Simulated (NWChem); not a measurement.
System: N-methylmethanimine (C₂H₅N); SMILES C=NC

Parts of the log:

```
             Northwest Computational Chemistry Package (NWChem) 7.3.0
             --------------------------------------------------------

 CS  symmetry detected

                             Geometry "geometry" -> ""
                             -------------------------

 Output coordinates in angstroms (scale by  1.889725989 to convert to a.u.)

  No.       Tag          Charge          X              Y              Z
 ---- ---------------- ---------- -------------- -------------- --------------
    1 C                    6.0000    -0.12976326     1.14012236     0.00000000
    2 N                    7.0000     0.52739241    -0.13550654     0.00000000
    3 C                    6.0000    -0.18019595    -1.17949709     0.00000000
    4 H                    1.0000     0.19540638     1.71725393     0.88098000
    5 H                    1.0000     0.19540638     1.71725393    -0.88098000
    6 H                    1.0000    -1.23759375     1.08362353     0.00000000
    7 H                    1.0000    -1.29055349    -1.16692924     0.00000000
    8 H                    1.0000     0.30534286    -2.16640798     0.00000000

 Effective nuclear repulsion energy (a.u.)      72.2350758756

      Symmetry information
      --------------------

 Group name             Cs
 Group number              2
 Group order               2
 No. of unique centers     7

  pbe96 is a nonlocal functional; adding pw91lda local functional.

                                 NWChem DFT Module
                                 -----------------

 Summary of "ao basis" -> "ao basis" (spherical)
 ------------------------------------------------------------------------------
       Tag                 Description            Shells   Functions and Types
 ---------------- ------------------------------  ------  ---------------------
 C                          pcseg-1                  6       14   3s2p1d
 N                          pcseg-1                  6       14   3s2p1d
 H                          pcseg-1                  3        5   2s1p

      Symmetry analysis of basis
      --------------------------

        a'         47
        a"         20

            General Information
            -------------------
          SCF calculation type: DFT
          Wavefunction type:  closed shell.
          No. of atoms     :     8
          No. of electrons :    24
           Alpha electrons :    12
            Beta electrons :    12
          Charge           :     0
          Spin multiplicity:     1
          Use of symmetry is: on ; symmetry adaption is: on
          Maximum number of iterations: 150
          AO basis - number of functions:    67
                     number of shells:    33
          Convergence on energy requested:  1.00D-06
          Convergence on density requested:  1.00D-05
          Convergence on gradient requested:  5.00D-04

              XC Information
              --------------
          PerdewBurkeErnzerhof Exchange Functional  1.000
            Perdew 1991 LDA Correlation Functional  1.000 local
           PerdewBurkeErnz. Correlation Functional  1.000 non-local

             Grid Information
             ----------------
          Grid used for XC integration:  medium
          Radial quadrature: Mura-Knowles
          Angular quadrature: Lebedev.
          Tag              B.-S. Rad. Rad. Pts. Rad. Cut. Ang. Pts.
          ---              ---------- --------- --------- ---------
          C                   0.70       49          10.0       434
          N                   0.65       49           8.0       434
          H                   0.35       45          11.0       434
          Grid pruning is: on
          Number of quadrature shells:   327
          Spatial weights used:  Erf1

      Superposition of Atomic Density Guess
      -------------------------------------

 Sum of atomic energies:        -132.07505706

      Non-variational initial energy
      ------------------------------

 Total energy =    -133.812959
 1-e energy   =    -319.279950
 2-e energy   =     113.231916
 HOMO         =      -0.319412
 LUMO         =      -0.022405

      Symmetry analysis of molecular orbitals - initial
      -------------------------------------------------

  Numbering of irreducible representations:

     1 a'          2 a"

  Orbital symmetries:

     1 a'          2 a'          3 a'          4 a'          5 a'
     6 a'          7 a'          8 a'          9 a"         10 a'
    11 a"         12 a'         13 a"         14 a'         15 a'
    16 a'         17 a"         18 a'         19 a'         20 a'
    21 a"         22 a'

     ---------------------------------------------
      Total Density - Mulliken Population Analysis
     ---------------------------------------------

    Atom       Charge   Shell Charges
 -----------   ------   -------------------------------------------------------
    1 C    6     6.18   2.00  0.78  0.41  2.01  0.95  0.04
    2 N    7     7.66   2.00  0.90  0.77  2.45  1.52  0.03
    3 C    6     5.86   2.00  0.80  0.45  1.81  0.75  0.05
    4 H    1     0.85   0.70  0.13  0.02
    5 H    1     0.85   0.70  0.13  0.02
    6 H    1     0.87   0.70  0.15  0.02
    7 H    1     0.88   0.70  0.16  0.02
    8 H    1     0.85   0.70  0.13  0.02

   convergence    iter        energy       DeltaE   RMS-Dens  Diis-err
 ---------------- ----- ----------------- --------- --------- ---------
 d= 0,ls=0.0,diis     1   -133.6957915986 -2.06D+02  1.62D-02  3.63D-01
 d= 0,ls=0.0,diis     2   -133.6027123259  9.31D-02  1.17D-02  1.10D+00
 d= 0,ls=0.0,diis     3   -133.7254237833 -1.23D-01  2.80D-03  1.12D-01
 d= 0,ls=0.0,diis     4   -133.7373997567 -1.20D-02  8.98D-04  5.95D-03
 d= 0,ls=0.0,diis     5   -133.7381153015 -7.16D-04  2.80D-04  4.96D-04
  Resetting Diis
 d= 0,ls=0.0,diis     6   -133.7381824426 -6.71D-05  5.10D-05  1.41D-05
 d= 0,ls=0.0,diis     7   -133.7381839812 -1.54D-06  5.03D-05  3.10D-06
 d= 0,ls=0.0,diis     8   -133.7381834256  5.56D-07  2.95D-05  7.66D-06
 d= 0,ls=0.0,diis     9   -133.7381843732 -9.48D-07  3.37D-06  1.06D-07

         Total DFT energy =     -133.738184373207
      One electron energy =     -322.302974104958
           Coulomb energy =      135.711901645865
    Exchange-Corr. energy =      -19.382187789667
 Nuclear repulsion energy =       72.235075875552

 Numeric. integr. density =       23.999995892713

                  Occupations of the irreducible representations
                  ----------------------------------------------

                     irrep           alpha         beta
                     --------     --------     --------
                     a'               10.0         10.0
                     a"                2.0          2.0

                       DFT Final Molecular Orbital Analysis
                       ------------------------------------

 Vector   10  Occ=2.000000D+00  E=-3.352619D-01  Symmetry=a'
              MO Center= -2.1D-01,  2.1D-01, -2.8D-15, r^2= 3.0D+00
   Bfn.  Coefficient  Atom+Function         Bfn.  Coefficient  Atom+Function
  ----- ------------  ---------------      ----- ------------  ---------------
     5      0.286206  1 C  py                33      0.259141  3 C  py
    53     -0.252872  6 H  s                 63     -0.249172  8 H  s
     4      0.243904  1 C  px                43      0.185705  4 H  s
    48      0.185705  5 H  s                 58      0.169618  7 H  s
    19     -0.167669  2 N  py                32     -0.148719  3 C  px

 Vector   11  Occ=2.000000D+00  E=-2.745011D-01  Symmetry=a"
              MO Center=  1.3D-01, -1.4D-01,  2.2D-15, r^2= 2.2D+00
   Bfn.  Coefficient  Atom+Function         Bfn.  Coefficient  Atom+Function
  ----- ------------  ---------------      ----- ------------  ---------------
    34      0.398447  3 C  pz                20      0.383044  2 N  pz
    23      0.248063  2 N  pz                37      0.245075  3 C  pz
     6     -0.214593  1 C  pz                43     -0.201863  4 H  s
    48      0.201863  5 H  s                  9     -0.104188  1 C  pz
    44     -0.095347  4 H  s                 49      0.095347  5 H  s

 Vector   12  Occ=2.000000D+00  E=-2.117106D-01  Symmetry=a'
              MO Center=  3.5D-01, -2.0D-01,  8.4D-16, r^2= 1.9D+00
   Bfn.  Coefficient  Atom+Function         Bfn.  Coefficient  Atom+Function
  ----- ------------  ---------------      ----- ------------  ---------------
    18      0.509566  2 N  px                21      0.395002  2 N  px
    17      0.254536  2 N  s                 58      0.205353  7 H  s
    59      0.194429  7 H  s                 53      0.174344  6 H  s
    16      0.169107  2 N  s                 63     -0.157136  8 H  s
    54      0.152320  6 H  s                  4     -0.140456  1 C  px

 Vector   13  Occ=0.000000D+00  E=-4.872976D-02  Symmetry=a"
              MO Center=  6.6D-02, -6.6D-01,  5.5D-16, r^2= 2.1D+00
   Bfn.  Coefficient  Atom+Function         Bfn.  Coefficient  Atom+Function
  ----- ------------  ---------------      ----- ------------  ---------------
    37      0.605007  3 C  pz                23     -0.549080  2 N  pz
    20     -0.468085  2 N  pz                34      0.468198  3 C  pz
    44      0.181647  4 H  s                 49     -0.181647  5 H  s
    43      0.110308  4 H  s                 48     -0.110308  5 H  s
    11      0.028094  1 C  d -1

[...]
```

Level: PBE/pcseg-1. Structure relaxed at the PBE0/def2-SVP level.

Task: Write an input that gives this output.

Result: This is not unique; one that fits is the input that was run:
```
start job
memory heap 200 mb stack 900 mb global 1100 mb
geometry units angstroms noautoz
  C     -0.122660     1.135780     0.000000
  N      0.539145    -0.137443     0.000000
  C     -0.164630    -1.184008     0.000000
  H      0.200402     1.714094     0.880980
  H      0.200402     1.714094    -0.880980
  H     -1.230277     1.075240     0.000000
  H     -1.275026    -1.175491     0.000000
  H      0.324506    -2.169141     0.000000
end
basis spherical
  * library pcseg-1
end
dft
  xc xpbe96 cpbe96
  iterations 150
  mulliken
end
task dft energy
```
